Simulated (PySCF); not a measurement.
CH₅BrFNSi, SMILES C[Si](N)(F)Br.

Geometry optimised at PBE0-D3(BJ)/def2-SVP. This is a generated structure with no PubChem entry under its InChIKey; it may be hypothetical. Other conformers were not sampled.

The numbers are results of PBE0-D3(BJ)/def2-SVP (PySCF 2.14.0), not measurements.

Frequencies are harmonic and unscaled.

```
mode  ν (cm⁻¹)  IR (km/mol)   moving atoms (share of kinetic energy)
----  --------  -----------  ---------------------------------------
1          136          8.3                   H 64 %, F 13 %, N 12 %
2          146          4.3                                   H 83 %
3          157          1.8          C 38 %, H 26 %, F 11 %, Br 11 %
4          239          2.3                  F 46 %, Br 26 %, H 14 %
5          246          1.8  H 25 %, Si 20 %, N 20 %, F 17 %, C 13 %
6          255         32.7                           H 66 %, N 16 %
7          306         38.0   H 38 %, F 21 %, Si 17 %, N 14 %, C 9 %
8          360        138.4                           H 51 %, N 30 %
9          436         88.7         Si 48 %, Br 16 %, H 13 %, N 11 %
10         699         23.5                  H 36 %, C 35 %, Si 15 %
11         739          5.4                   H 66 %, C 15 %, N 12 %
12         791         11.5                    H 65 %, C 21 %, F 9 %
13         859        203.6           H 59 %, Si 18 %, N 10 %, C 9 %
14         879        134.9          Si 41 %, F 23 %, N 16 %, H 15 %
15         954        171.6          Si 48 %, N 24 %, F 15 %, H 11 %
16        1275         42.6                           H 76 %, C 23 %
17        1422          7.3                                   H 96 %
18        1426          3.3                                   H 96 %
19        1532         72.1                           H 88 %, N 11 %
20        3065          0.5                                   H 97 %
21        3169          0.8                            H 91 %, C 9 %
22        3187          0.1                            H 91 %, C 9 %
23        3618         48.8                                   H 96 %
24        3722         51.2                            H 91 %, N 9 %
```
